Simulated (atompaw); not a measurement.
An all-electron radial function and its pseudo partner (titanium (Ti))

Columns: radius, all-electron u(r) and pseudo u(r) of the 3d shell (level -4.26 eV) of titanium in the configuration [Ne] 3s2 3p6 3d2 4s2 4p0; PBE, scalar-relativistic, PAW (atompaw) scheme, atompaw 4.2.0.5.

```
r (bohr)  all-electron  pseudo
   0.115        0.0434  0.0015
   0.231        0.1840  0.0115
   0.346        0.3523  0.0366
   0.462        0.5036  0.0808
   0.577        0.6192  0.1432
   0.692        0.6992  0.2210
   0.808        0.7465  0.3095
   0.923        0.7667  0.3993
   1.038        0.7670  0.4825
   1.154        0.7533  0.5516
   1.269        0.7305  0.6001
   1.385        0.7017  0.6281
   1.500        0.6699  0.6370
   1.615        0.6365  0.6280
   1.731        0.6026  0.6023
   1.846        0.5694  0.5694
   1.962        0.5370  0.5370
   2.077        0.5061  0.5061
   2.192        0.4767  0.4767
   2.308        0.4487  0.4487
   2.423        0.4226  0.4226
   2.538        0.3980  0.3980
   2.654        0.3745  0.3745
   2.769        0.3527  0.3527
   2.885        0.3319  0.3319
   3.000        0.3124  0.3124
```

(1) How many radial nodes do the two functions have?

(2) At about which radius was the pseudo-wave matched?

(3) Where does each function peak?

(4) Is the pseudo-wave norm-conserving?

## Answers

(1) The all-electron 3d function has n − l − 1 = 0; the pseudo-wave has 0.

(2) 1.80 bohr, where the columns begin to agree (steps of 0.12 bohr).

(3) Outermost all-electron maximum near 1.04 bohr, pseudo maximum near 1.50 bohr (to the table’s step).

(4) No, it belongs to a PAW set: the norm inside the radius is not constrained, and the difference is carried by the augmentation charge.
